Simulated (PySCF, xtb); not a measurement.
Nb(S)(F)(Me)2 (C₂H₆FNbS), SMILES [Nb](=[S])([F])([CH3])[CH3], multiplicity 1.

Harmonic wavenumbers (cm⁻¹) from GFN2-xTB in xtb at its own minimum, in rising order: 47, 65, 107, 117, 123, 137, 140, 366, 404, 413, 479, 566, 636, 653, 656, 1286, 1293, 1442, 1448, 1460, 1462, 2880, 2882, 2888, 2898, 2910, 2915.

### Question
What does B3LYP-D3(BJ)/def2-SVP run with PySCF give at its own minimum? (The exact figures need the calculation; the answer reports its results.)

### Answer
88, 110, 146, 152, 162, 163, 176, 442, 519, 531, 547, 549, 589, 614, 709, 1168, 1176, 1381, 1390, 1391, 1397, 2991, 2994, 3087, 3090, 3113, 3113. Paired by order, the mean absolute difference is 85 cm⁻¹ and the zero-point energies are 43.8 and 45.4 kcal/mol.
